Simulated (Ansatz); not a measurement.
Cl2Ge, SMILES `[Cl][Ge][Cl]` (lower singlet) (charge 0, multiplicity 1). This singlet lies 2.59 eV below the relaxed triplet at the level frozen-core CCSD(T)/cc-pVTZ // B3LYP-D3(BJ)/def2-TZVP (Ansatz, an electronic-structure program).

Z-matrix (Å, degrees):
```
Ge
Cl 1 2.2045
Cl 1 2.2045 2 100.36
```
Charge 0, spin multiplicity 1.

Frozen-core energies in cc-pVDZ from Ansatz at a geometry from B3LYP-D3(BJ)/def2-TZVP; the HF reference has <S^2> = 0.00 and the T1 diagnostic is 0.012.

```tsv
level	energy (Ha)
HF	-2994.43081
MP2	-2994.78602
CCSD	-2994.81753
```

Estimate the energies of CCSD(T), CCSDT and CCSDT(Q), and give each level's difference from CCSDT(Q).


| level | energy (Ha) | difference from CCSDT(Q) (mHa) |
|---|---|---|
| MP2 | -2994.78602 | 44.26 |
| CCSD | -2994.81753 | 12.74 |
| CCSD(T) | -2994.82844 | 1.84 |
| CCSDT | -2994.82926 | 1.02 |
| CCSDT(Q) | -2994.83027 | 0.00 |
